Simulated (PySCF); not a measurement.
Molecule: SMILES C[O+](C)[AlH2-][O][SiH3], C2H11AlO2Si.

Mapped SMILES: `[CH3:1][O+:2]([CH3:3])[AlH2-:4][O:5][SiH3:6]`; H(Xn) means a hydrogen on atom n.

Geometry PBE0-D3(BJ)/def2-SVP throughout; GIAO in PySCF 2.14.0 with density-fitted response routines, gas phase, one conformer, non-relativistic; equivalent atoms averaged; basis pcSseg-1.

Question: How do the absolute shieldings σ depend on the functional? (ppm; last column core-seconds on shared hosts with different chips, so compare them loosely; the GGAs took longer than the global hybrids here, which isn't the general rule, and the cause wasn't traced)

Answer: 
```
functional                    kind  C1/C3     O5     O2    Al4    Si6  H(Si6)  H(C1)/H(C3)  H(Al4)  core-s
        HF            Hartree–Fock  136.3  326.9  355.9  487.6  447.1   27.15        28.08   28.20     9.5
       LDA                     LDA  118.3  293.8  324.7  404.1  364.5   25.14        27.14   26.46      20
       PBE                     GGA  119.2  294.9  317.0  429.1  385.7   25.79        27.55   27.11      26
      BLYP                     GGA  114.0  290.5  311.9  429.9  382.1   26.11        27.70   27.43      26
      BP86                     GGA  118.6  295.5  317.9  429.7  384.6   25.90        27.59   27.21      26
      OPBE                     GGA  126.8  304.7  319.7  452.9  407.0   25.93        27.61   27.32      27
       KT2                     GGA  123.3  295.7  317.8  442.2  407.7   25.83        27.53   27.07      31
       KT3                     GGA  123.7  299.1  313.8  458.5  417.4   26.22        27.71   27.55      25
     B97-D                     GGA  119.1  299.2  316.9  451.7  401.2   26.28        27.73   27.63      30
     B3LYP           global hybrid  119.1  301.2  323.2  440.2  393.6   26.32        27.74   27.58      20
      PBE0           global hybrid  125.0  307.6  329.9  443.6  400.7   26.12        27.64   27.36      19
  mPW1PW91           global hybrid  124.1  307.4  329.1  444.4  399.4   26.23        27.69   27.47      20
      WP04           global hybrid  111.5  304.6  310.4  461.3  396.9   27.29        27.99   28.63      23
     B97-2           global hybrid  124.7  308.4  327.1  454.7  407.7   26.35        27.74   27.64      23
 BHandHLYP           global hybrid  125.8  312.9  337.0  456.5  412.3   26.63        27.82   27.81      21
 CAM-B3LYP  range-separated hybrid  122.6  308.3  332.6  439.2  396.8   26.30        27.67   27.53      30
   wB97X-D  range-separated hybrid  124.8  311.4  333.0  448.2  401.6   26.34        27.74   27.56      28
   LC-wPBE  range-separated hybrid  129.1  320.5  342.2  443.3  403.3   26.35        27.69   27.56      38
```

Question: Which nucleus moves most, in ppm?

Answer: Al4 (aluminium bonded to 2 O, 2 H): from 404.1 ppm with LDA to 487.6 ppm with HF. The smallest spread is 0.94 ppm, at H(C1)/H(C3). Proton shifts span only some 12 ppm, so a few tenths of a ppm matter as much there as several ppm in carbon.
